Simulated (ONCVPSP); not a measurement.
Al (Z = 13): variants of one ONCV potential

Base potential:

- Element: Al (Z = 13)
- Generator: ONCVPSP 4.0.1
- Type: optimised norm-conserving Vanderbilt (ONCV)
- Functional: LDA (Perdew-Wang 92)
- Relativity: non-relativistic
- Frozen core: [Ne]
- Valence charge: 3
- Reference configuration: 3s2 3p1
- Partial waves: 3s: rc 1.70 bohr, ncon 4, nbas 9, qcut 3.3 1/bohr, 2 projectors, debl 2.8 Ha; 3p: rc 2.50 bohr, ncon 4, nbas 8, qcut 2.7 1/bohr, 1 projector; d scattering state at 0.36 Ha: rc 2.65 bohr, ncon 4, nbas 7, qcut 3.1 1/bohr, 1 projector
- Local potential: polynomial inside 1.05 bohr (lpopt 5, dvloc0 0 Ha)
- Core correction: Teter function, fcfact 2.75, rcfact 1.1

All-electron outer shells of the reference configuration (LDA (PZ), non-relativistic, ld1.x):

| shell | level (eV) | outermost node (bohr) | outermost maximum (bohr) |
| --- | --- | --- | --- |
| 2s | -107.05 | 0.17 | 0.50 |
| 2p | -69.75 | – | 0.43 |
| 3s | -7.81 | 0.80 | 2.06 |
| 3p | -2.80 | 0.82 | 2.64 |

Cutoffs, loose and tight: the cutoffs (Ha) at which the residual kinetic energy of the hardest occupied pseudo-wave falls to 1 and 0.1 mHa per electron. They do not see the model core or the augmentation charge, which bear on the density cutoff. Test errors are all-electron minus pseudo excitation energies from the reference, over the configurations 3s2 3p0; 3s1 3p0; 3s2 3p0.5; 3s0 3p3. A dash means not determined; rows that change the core or the reference have their own tests.

For the base: The cutoffs count occupied waves only; projector 2 of the s channel, the hardest unoccupied one, needs 43 Ha at the loose tolerance.

```csv
change,outcome,"cutoff, loose","cutoff, tight",bound ghosts,GHOST(+) flags above zero,largest test error (meV)
base,generated,5.6 Ha,18 Ha,none,"s, d",+58
s: nbas 7,generated,5.6 Ha,13 Ha,none,"s, d",+59
"local potential polynomial inside 1.05 bohr (lpopt 5, dvloc0 6.5 Ha)",generated,5.6 Ha,18 Ha,none,none,+58
"all radii but the core radius scaled by about 1.28 (s 2.18, p 3.20, d 3.40 bohr); local potential polynomial inside 1.34 bohr (lpopt 5, dvloc0 0 Ha)",generated,4.9 Ha,18 Ha,none,s,+51
scalar-relativistic,generated,5.7 Ha,19 Ha,none,"s, d",+58
d: rc 3.22,generated,5.6 Ha,18 Ha,none,"s, d",+58
"core correction Teter function, fcfact 2.75, rcfact 2.1",generated,5.6 Ha,18 Ha,none,"s, d",-248
"core correction Teter function, fcfact 5.5, rcfact 1.6",generated,5.6 Ha,18 Ha,none,"s, d",-95
s: rc 1.78,generated,5.6 Ha,23 Ha,none,"s, d",+58
"core correction Teter function, fcfact 4.3, rcfact 1.1",generated,5.6 Ha,18 Ha,none,"s, d",+50
"local potential polynomial inside 1.15 bohr (lpopt 5, dvloc0 1 Ha)",generated,5.6 Ha,18 Ha,none,s,+58
p: qcut 1.8,generated,5.6 Ha,18 Ha,none,"s, d",+61
```
